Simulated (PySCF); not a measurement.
How methods differ on the excitation energy of Mg

Mg [Ne] 3s2 (1S) → Mg [Ne] 3s1 3p1 (3P), as a difference of total energies. Computed with PySCF 2.14 in aug-cc-pCVTZ (8s7p5d3f, 75 functions), with no relativity, point nucleus. Correlated levels: nothing frozen. The calculations carry no spin-orbit coupling.

```csv
method,excitation energy (eV)
UHF,1.790
MP2 (all electrons),2.494
SCS-MP2 (all electrons),2.639
CCSD (all electrons),2.641
CCSD(T) (all electrons),2.671
```

Task: How much does correlation contribute at CCSD(T) (all electrons)?

Result: 2.671 − (1.790) = 0.881 eV, measured against UHF.

Errors of the correlated levels include the incompleteness of this basis.

For comparison: 2.714 eV (measured; NIST levels, between the centres of gravity of the two terms).
